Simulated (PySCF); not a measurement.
# Br (bromine, neutral) across methods

[Ar] 3d10 4s1 4p5 4d1, one real determinant (an excited configuration). Calculation: PySCF 2.14, in aug-cc-pwCVTZ-PP with ECP10MDF (8s7p6d4f1g, 96 functions); a scalar-relativistic core potential.

```tsv
method	E (hartree)	mean ε 4p α (eV)	mean ε 4p β (eV)	mean ε 4d α (eV)	Σ⟨r²⟩ (bohr²)	⟨S²⟩
TPSSh	-415.8777	-12.431	-10.172	1.024	47.47	3.753
PBE0	-415.9218	-13.242	-10.729	0.620	47.46	3.753
LDA	-415.3723	-11.704	-9.957	1.324	47.63	3.752
r2SCAN	-415.8225	-12.250	-9.974	1.233	47.46	3.754
PW91	-416.1092	-11.651	-9.829	1.233	47.56	3.752
MN15	-416.6029	-13.516	-11.205	0.366	47.45	3.754
LC-wPBE	-415.9921	-16.066	-13.437	-1.260	47.01	3.752
UHF	-414.59889	-17.448	-12.334	-0.893	47.92	3.764
PBE	-415.9701	-11.603	-9.763	1.260	47.60	3.752
```

⟨L²⟩ = 7.99 against 12 for a pure F term, so this real determinant mixes terms. Energies and moments cover only the electrons outside the core potential. The outer electron is Rydberg-like, and this basis confines it to a smaller radius and binds it less than a complete one would.

The highest occupied level is positive at TPSSh, PBE0, LDA, r2SCAN, PW91, MN15, PBE: only the finite basis holds that electron, which in a density functional comes from self-interaction.
